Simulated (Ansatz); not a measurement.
Two isomers of C2H7GeN: A = `C[CH2][Ge][NH2]`, B = `C/C=[N]\[GeH3]`.

Computed with Ansatz on PBE0-D4/def2-TZVP structures; ΔE is electronic, products minus reactants. CCSD(T)/CBS adds triple-zeta CCSD(T) − MP2 to the extrapolated MP2 energy (def2 sets, frozen cores). Functionals use def2-TZVPP. B3LYP here is the variant with VWN-RPA as its local correlation; programs differ in this. For Ge outer-core shells are correlated without core-valence functions, which leaves a few kJ/mol of doubt a bond. Scalar relativity is left out up to krypton. One conformer a species, not always the lowest.

Which isomer does CCSD(T)/CBS put lower? Give the gap. (An estimate is asked.)

Computed: A, by 94.5 kJ/mol.

Give E(B) − E(A) in kJ/mol with PBE0-D4, CCSD/def2-TZVPP, B3LYP-D4, B3LYP, r2SCAN-D4, MP2/def2-TZVPP, CCSD(T)/def2-TZVPP. (Estimate.)

Computed: PBE0-D4 91.9, CCSD/def2-TZVPP 80.8, B3LYP-D4 92.4, B3LYP 91.1, r2SCAN-D4 83.1, MP2/def2-TZVPP 85.2, CCSD(T)/def2-TZVPP 79.4. None reverses the order clearly.

Largest T1 diagnostic: 0.013.

In def2-TZVPP, CCSD(T) changes the Hartree–Fock value by +15.8 kJ/mol (the triples alone add −1.4 kJ/mol) and MP2 by +21.5 kJ/mol.
